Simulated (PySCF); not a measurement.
Si(H)(Cl)2(OMe) (CH₄Cl₂OSi), SMILES CO[SiH](Cl)Cl. Atoms are numbered in the order given.

```xyz
9

Si     0.1495    -0.0722     0.4978
Cl     0.2193     1.7852    -0.3885
Cl     1.6463    -1.2489    -0.2409
O     -1.2630    -0.8031     0.1161
C     -2.5533    -0.2457     0.0978
H      0.3464     0.1048     1.9530
H     -3.2166    -0.9272    -0.4534
H     -2.9521    -0.1235     1.1194
H     -2.5628     0.7366    -0.4038
```

Coordinates come from a PBE0-D3(BJ)/def2-SVP optimisation. One conformer was computed; it need not be the lowest.

These are PySCF with M06-2X/def2-TZVP values and carry that method's errors.

The molecule is in vacuum.

Computed frontier levels, gap, dipole moment and polarisability:
```
Quantity                                                                                                       Result
---------------------------------------------------------------------------------------------  ----------------------
highest occupied level                                                                                      -10.39 eV
lowest empty level                                                                                            1.24 eV
orbital gap                                                                                                  11.63 eV
dipole moment                                                                                                  2.11 D
quadrupole, principal values (traceless, Buckingham form, about the centre of nuclear charge)   -5.43, 0.19, 5.24 D·Å
mean static polarisability                                                                       61.0 bohr³ (9.04 Å³)
polarisability, principal values                                                               52.3, 61.4, 69.3 bohr³
```
